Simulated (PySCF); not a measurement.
C2H7OSi, SMILES C[SiH]([O])C, multiplicity 2.

Geometry: B3LYP-D3(BJ)/def2-SVP. The isomer is the one that the SMILES or the coordinates give; other isomers of the formula were not compared.

Calculation: M06-2X/def2-TZVP in PySCF.

Isolated molecule, no solvent.

Task: Estimate the frontier levels, dipole moment and polarisability. (Estimate from the structure and the level; the computed values follow.)

Result: 
The α spin, highest occupied and lowest empty level comes out as -9.98 and 1.69 eV and the β spin, highest occupied and lowest empty level is -9.69 and -2.89 eV. The dipole moment is 2.13 D and the quadrupole, principal values (traceless, Buckingham form, about the centre of nuclear charge) comes out as -4.30, 0.50, 3.80 D·Å. The mean static polarisability is 54.2 bohr³ (8.03 Å³) and the polarisability, principal values is 49.2, 54.5, 58.8 bohr³. The ⟨S²⟩ is 0.754 (pure state 0.75).
